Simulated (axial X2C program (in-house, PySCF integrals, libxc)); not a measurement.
**GaN⁺: properties at the nuclei**

Computed with an in-house all-electron X2C program for linear molecules (integrals from PySCF): two-component X2C with atomic mean-field Coulomb and Gaunt terms, Gaussian nuclei, basis Ga dyall-cv3z, N dyall-av3z with contracted cores.

R = 2.555 Å (near the PBE0 minimum at charge 1 of the determinant lowest at the starting distance; the state shown can have its own minimum elsewhere).

Input and command:
```json
{"zs": [31, 7], "q": 1, "bas": ["dyall-cv3z", "dyall-av3z"], "r0": 1.77, "levels": ["PBE0", "HF", "r2SCAN", "PBE", "PBE50"], "nst": 3}
```
```bash
python soeom.py task.json out
```

Keys: zs atomic numbers; q charge; bas basis sets; r0 starting distance in Å; levels methods; nst determinants followed.

Determinant lowest in the PBE0 search, Ω = 3/2 (⟨Sz⟩ = 1.50, ⟨Lz⟩ = 0.00 at PBE0), spin on the atoms Ga 0.04, N 1.46:

| level | Eeff magnitude (GV/cm) | Ws magnitude Ga (kHz) | A∥/gI Ga (MHz) | qzz Ga (a.u.) | A∥/gI N (MHz) | qzz N (a.u.) |
| --- | --- | --- | --- | --- | --- | --- |
| PBE0 | 0.898 | 0.259 | 96.1 | -0.36 | -8.06 | 0.13 |
| HF | 1.07 | 0.31 | 22 | -0.22 | 43 | 0.10 |
| r2SCAN | 1.05 | 0.302 | 95.3 | -0.41 | 34.4 | 0.15 |
| PBE | 0.849 | 0.245 | 133 | -0.43 | -16.2 | 0.13 |
| PBE50 | 0.962 | 0.278 | 72.9 | -0.30 | 0.132 | 0.13 |

Determinant 2.30 eV from it at PBE0 and this distance, Ω = 1/2 (⟨Sz⟩ = 0.50, ⟨Lz⟩ = 0.00 at PBE0), spin on the atoms Ga 0.05, N 0.45:

```
 level  Eeff magnitude (GV/cm)  Ws magnitude Ga (kHz)  A∥/gI Ga (MHz)  qzz Ga (a.u.)  A∥/gI N (MHz)  qzz N (a.u.)
  PBE0                     1.1                  0.948             426          -0.36            217          0.00
    HF                    1.47                   1.27             124          -0.26            231         -0.02
r2SCAN                    1.29                   1.11             459          -0.38            246         -0.09
   PBE                    1.03                  0.889             608          -0.41            215         -0.03
 PBE50                    1.19                   1.03             321          -0.32            217          0.01
```

Eeff is the effective electric field on the electron electric dipole moment in this Ω state and Ws the scalar–pseudoscalar constant of the nucleus named (defined with the proton number Z and per Ω); A∥ (defined per Ω) follows by multiplying with gI = μI/(I μN); qzz is the electric field gradient, eQq0 = 234.96 MHz × Q/barn × qzz. The operators were transformed with the bare-nucleus X2C matrices; with these basis sets, hyperfine constants and field gradients can be off by tens of per cent, and where levels differ in sign neither size nor sign is settled.

With Q(69Ga) = 0.171 barn, Q(14N) = 0.02044 barn (Q from Pyykkö, Mol. Phys. 2018), turn the PBE0 values of the first state into constants in MHz.

eQq0(69Ga) = 234.96 × (0.171) × (-0.36) = -14.5 MHz; eQq0(14N) = 234.96 × (0.02044) × (0.13) = 0.624 MHz.

Each state is one determinant with collinear spin, which with several unpaired electrons need not be a pure state. Unrestricted Hartree–Fock can overshoot spin polarisation at the nuclei. This is the top spin component of a Σ state; components of lower Ω are not single determinants and can lie lower. With several open shells hyperfine constants can be off by a factor of several. The search compared states at one distance, so a state with another bond length can lie lower. Further determinants of the search, some of them spin-mixed, are not shown. Where a field gradient or hyperfine factor spreads by more than a factor of two over the levels, a constant derived from it is not to be relied on. PBE0 term energies can be off by some tenths of an eV.
